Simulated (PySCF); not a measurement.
Electron correlation in V (vanadium, neutral)

[Ar] 3d3 4s1 4p1, one real determinant (an excited configuration). Computed with PySCF 2.14 in aug-cc-pVDZ, with the non-relativistic Hamiltonian (point nucleus). Frozen: [Ar]; 5 electrons correlated.

MP2 pair energies summed by pair of shells (mhartree):

```
 pair  energy  share (%)
3d-3d  -14.45       57.4
3d-4s   -5.80       23.0
3d-4p   -3.17       12.6
4s-4p   -1.76        7.0
```

Total MP2 correlation energy: -25.19 mhartree.

Same-spin part -25.19 and opposite-spin part 0.00 mhartree; SCS-MP2 scales them by 1/3 and 6/5 to -8.40 mhartree.

The reference is one real determinant that mixes LS terms of this configuration.
